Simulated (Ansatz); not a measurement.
One geometry of cis-NiH2(NH3)2 (NiN₂H₈), several levels of theory.

```yaml
crystal:
  periodic: [false, false, false]
  atoms:
    - {symbol: Ni, position_ang: [0.723655, 0.745294, 0.030210]}
    - {symbol: H, position_ang: [1.176565, 0.766852, -1.526798]}
    - {symbol: H, position_ang: [0.650957, 1.115499, 1.607333]}
    - {symbol: N, position_ang: [-1.344669, 0.895227, -0.320251]}
    - {symbol: H, position_ang: [-1.914528, 0.605136, 0.473313]}
    - {symbol: H, position_ang: [-1.667864, 0.405800, -1.153834]}
    - {symbol: H, position_ang: [-1.542254, 1.884586, -0.471420]}
    - {symbol: N, position_ang: [0.921416, -1.332195, 0.297612]}
    - {symbol: H, position_ang: [1.890074, -1.496799, 0.571844]}
    - {symbol: H, position_ang: [0.762759, -1.872193, -0.551985]}
    - {symbol: H, position_ang: [0.343888, -1.717193, 1.043976]}
basis:
  gaussian: {orbitals: def2-TZVP, initial_orbitals: start.molden}
magnetization: {spin_polarized: true, initial_magnetization: 2}
hamiltonian: {xc: r2scan, dispersion: d4}
scf: {omitted_lower_state_checks: [starts]}
output: {orbitals: {seedname: orbitals}}
```

The file start.molden holds the orbitals of an earlier run on this structure, at another level or in another basis.

```sh
$ ansatz run in.yaml --threads 4 --pin off --events-out ev --progress --plain --max-ram 3916MiB
```

It prints (some lines left out):

```
Functional definition: r2SCAN
1109 factors; their error is unknown
mean field evaluation 1: about -44153.2639 eV, gradient 4.0e0 eV
mean field evaluation 2: about -44153.3254 eV, gradient 1.1e-1 eV
mean field evaluation 4: about -44153.2897 eV, gradient 1.3e-3 eV
mean field evaluation 8: about -44153.2897 eV, gradient 3.8e-5 eV
mean field -44153.28971740 eV, -1622.6034689397 hartree, gradient 1.0e-5 eV, S^2 2.010290; 0 other end points of the search recorded, 0 dependent functions left out
reference -44153.28973509 eV, -1622.6034695899 hartree; 26, 24 occupied and 129, 131 virtual orbitals, 1109 factors
Total energy: -44153.33163480 eV, -1622.6050093759 hartree
Checks for a lower state left out: starts
```

Hardware: 4 threads of Arm Neoverse V2 on a shared host. Wall time 6 s.

The first input with `hamiltonian: {xc: pbe}`, `correlation: {method: rpa}` and without the key `output` (abridged; 4.5 s):

```
Functional definition: PBE
mean field -44144.68041691 eV, -1622.2870829825 hartree, gradient 2.0e-6 eV, S^2 2.004903
7 core orbitals not correlated: weight in the atoms' cores, before any rotation towards them, 1.000 or more for the frozen orbitals, at most 0.000 for the correlated occupied ones
Total energy: -44134.69538020 eV, -1621.9201396515 hartree
Checks for a lower state left out: starts
```

Geometry: PBE0-D4/def2-SVP.

Correlated methods freeze 7 core orbitals; core or outer-core shells of Ni are correlated, in sets that lack core-valence functions. The name describes the singlet; other states may take another shape. At PBE0-D4/def2-TZVP a singlet of charge 0 lies 0.60 eV below the triplet, each at its own geometry.
